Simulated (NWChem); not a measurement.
Correlation energy of CH₃Li

```
C
H 1 1.1088
H 1 1.1088 2 105.03
H 1 1.1088 2 105.03 3 110.50
Li 1 1.9721 2 113.61 4 124.75
```
Charge 0, spin multiplicity 1.

The numbers come from NWChem runs, not from measurements. The geometry was optimised at PBE0/def2-SVP, a minimum by its harmonic frequencies.

Basis set: cc-pVDZ. Each correlation energy counts from its own Hartree-Fock reference.

The correlated methods keep 1 core orbital frozen. The structure started from a generated list of species. Coupled-cluster values serve here as a point of comparison, not as the truth.

```json
[
 {"method": "CCSD(T)", "correlation energy (mHa)": "___"},
 {"method": "CR-CCSD(T)", "correlation energy (mHa)": "-193.0"},
 {"method": "CR-CCSD[T]", "correlation energy (mHa)": "-193.1"},
 {"method": "MP2", "correlation energy (mHa)": "___"},
 {"method": "SCS-MP2", "correlation energy (mHa)": "___"},
 {"method": "CCSD", "correlation energy (mHa)": "-188.9"},
 {"method": "CCSD+T(CCSD)", "correlation energy (mHa)": "-193.9"}
]
```

Question: What belongs in the gaps?

Answer: 
- CCSD(T), correlation energy (mHa): -193.7
- MP2, correlation energy (mHa): -169.1
- SCS-MP2, correlation energy (mHa): -172.2
